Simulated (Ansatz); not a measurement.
Reaction (formal exchange of groups at a B–In bond): `[BH2][InH][CH2]F` + `C=C(O)OC` → `B/C=C(/O)OC` + `F[CH2][InH2]`

Gas-phase electronic energies from Ansatz, PBE0-D4/def2-TZVP geometries. CCSD(T)/CBS is the MP2 limit (def2-TZVPP, def2-QZVPP) plus CCSD(T) − MP2 in def2-TZVPP, frozen cores. Functionals use def2-TZVPP. B3LYP here is the variant with VWN-RPA as its local correlation; programs differ in this. def2 core potentials past Kr. For In outer-core shells are correlated without core-valence functions, which leaves a few kJ/mol of doubt a bond. One conformer a species, not always the lowest.

| level | ΔE (kJ/mol) | difference from CCSD(T)/CBS |
| --- | --- | --- |
| PBE-D4 | -49.6 | -15.7 |
| r2SCAN-D4 | -50.6 | -16.7 |
| PBE0-D4 | -46.8 | -12.9 |
| B3LYP-D4 | -48.0 | -14.1 |
| ωB97X-V | -42.8 | -8.9 |
| ωB97M-V | -45.7 | -11.8 |
| B2PLYP | -44.5 | -10.6 |
| PBE | -48.2 | -14.3 |
| r2SCAN | -50.1 | -16.2 |
| PBE0 | -45.6 | -11.7 |
| B3LYP | -45.9 | -12.0 |
| HF/def2-TZVPP | -40.8 | -6.9 |
| MP2/def2-TZVPP | -39.6 | -5.7 |
| SCS-MP2/def2-TZVPP | -37.7 | -3.8 |
| CCSD/def2-TZVPP | -34.2 | -0.3 |
| CCSD(T)/def2-TZVPP | -37.4 | -3.5 |
| HF/def2-QZVPP | -40.5 | -6.6 |
| MP2/def2-QZVPP | -37.5 | -3.6 |
| SCS-MP2/def2-QZVPP | -35.8 | -1.9 |
| HF/CBS(def2) | -40.5 | -6.6 |
| MP2/CBS(def2) | -36.2 | -2.3 |
| CCSD/CBS(def2) | -30.7 | 3.2 |
| CCSD(T)/CBS | -33.9 | 0 |

Largest T1 diagnostic among the species: 0.014.
